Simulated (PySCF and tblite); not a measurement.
The numbers below are computed, except where a source is named.
System: C6H10OS, numbered as in [CH3:1][CH:2]([CH3:3])[C@@H:4]1[CH2:5][O:6][C:7]1=[S:8].

Level: PBE0/pcSseg-1 + D3(BJ) on GFN2-xTB stationary points, with GFN2-xTB thermal terms. Rates follow Eyring's equation with the number of equivalent paths and no tunnelling. Run with tblite and PySCF.

(1) How high is the barrier to the rotation about the C2–C4 bond (torsion C1–C2–C4–C5 from -70° to -181°, falling), through which structure does it pass, and what rate follows at 298 K?

Answers

(1) The electronic barrier is 5.2 kcal/mol and ΔG‡(298 K) 6.0 kcal/mol, over a C1 saddle with an imaginary mode of 58i cm⁻¹ (GFN2-xTB). With 1 equivalent path, k is 2.6×10⁸ s⁻¹, a mean lifetime of the start of 3.9 ns against this motion. The end lies 0.5 kcal/mol above the start in free energy.
